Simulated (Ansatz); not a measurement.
Reaction (redistribution): `[AlH2][B]1CC1` + `[SiH3]CC[AsH2]` → `[AsH2]CB1CC1` + `[AlH2][CH2][SiH3]`

Calculated with Ansatz (gas phase, PBE0-D4/def2-TZVP geometries, no zero-point term in ΔE). CBS: MP2 limit from def2 TZ/QZ plus the TZ coupled-cluster correction, frozen cores. Functionals use def2-TZVPP. B3LYP here is the variant with VWN-RPA as its local correlation; programs differ in this. For As outer-core shells are correlated without core-valence functions, which leaves a few kJ/mol of doubt a bond. Scalar relativity is left out up to krypton. Each species was taken in one conformer, which may not be the lowest.

`[AlH2][B]1CC1`:

Cartesian coordinates in Å:
```
Al -0.869 -0.101 2.041
B -0.059 -0.007 0.138
C -0.199 0.257 -1.383
C 1.142 -0.148 -0.832
H -0.869 1.181 2.985
H -1.503 -1.456 2.585
H -0.754 -0.460 -1.981
H -0.336 1.281 -1.718
H 1.932 0.597 -0.786
H 1.515 -1.145 -1.050
```

`[SiH3]CC[AsH2]`:

Z-matrix (Å, degrees):
```
Si
C 1 1.882
H 1 1.489 2 110.1
H 1 1.488 2 111.1 3 120.4
H 1 1.489 2 110.1 3 -119.1
C 2 1.521 1 112.8 3 59.6
H 2 1.095 1 108.5 3 -63.1
H 2 1.095 1 108.5 3 -177.8
As 6 1.981 2 116.4 1 180.0
H 6 1.094 2 111.2 1 59.1
H 6 1.094 2 111.2 1 -59.1
H 9 1.525 6 95.1 2 46.2
H 9 1.525 6 95.1 2 -46.2
```

`[AsH2]CB1CC1`:

Z-matrix (Å, degrees):
```
C
B 1 1.522
As 1 2.002 2 100.5
H 1 1.091 2 116.9 3 112.9
H 1 1.090 2 116.9 3 -112.9
C 2 1.530 1 149.6 3 88.2
C 2 1.530 1 149.6 3 -88.0
H 3 1.525 1 96.3 2 -45.7
H 3 1.524 1 96.3 2 46.9
H 6 1.086 2 121.1 1 -72.8
H 6 1.087 2 119.7 1 76.1
H 7 1.086 2 121.1 1 72.8
H 7 1.087 2 119.7 1 -76.1
```

`[AlH2][CH2][SiH3]`:

Z-matrix (Å, degrees):
```
C
Si 1 1.866
Al 1 1.948 2 113.8
H 1 1.096 2 107.7 3 121.8
H 1 1.096 2 107.7 3 -121.7
H 2 1.489 1 112.7 3 180.0
H 2 1.490 1 110.3 3 59.2
H 2 1.490 1 110.3 3 -59.3
H 3 1.587 1 119.9 2 89.7
H 3 1.587 1 119.9 2 -89.6
```

Q: Is it downhill or uphill in electronic energy at CCSD(T)/CBS, and by how much? (Best estimate.)

A: Ansatz gave: Downhill: ΔE = -91.3 kJ/mol.

Q: What do these levels give: PBE-D4, ωB97X-V, B2PLYP, r2SCAN, B3LYP, HF/def2-TZVPP, MP2/def2-TZVPP, CCSD/def2-TZVPP, CCSD(T)/def2-TZVPP, HF/def2-QZVPP, SCS-MP2/def2-QZVPP, HF/CBS(def2)? (Estimate.)

A: The calculation gave: PBE-D4 -90.2, ωB97X-V -87.4, B2PLYP -93.1, r2SCAN -95.4, B3LYP -88.8, HF/def2-TZVPP -82.1, MP2/def2-TZVPP -101.1, CCSD/def2-TZVPP -88.9, CCSD(T)/def2-TZVPP -91.2, HF/def2-QZVPP -82.7, SCS-MP2/def2-QZVPP -93.8, HF/CBS(def2) -82.8 kJ/mol.

Largest T1 diagnostic among the species: 0.011.

In def2-TZVPP, CCSD(T) changes the Hartree–Fock value by −9.1 kJ/mol (the triples alone add −2.3 kJ/mol) and MP2 by −19.1 kJ/mol. The D4 term adds −3.3 kJ/mol with B3LYP and −1.8 kJ/mol with PBE0; it sums over pairs of atoms, weighted by their polarisabilities, and B3LYP, whose exchange is more repulsive, gets the larger term.
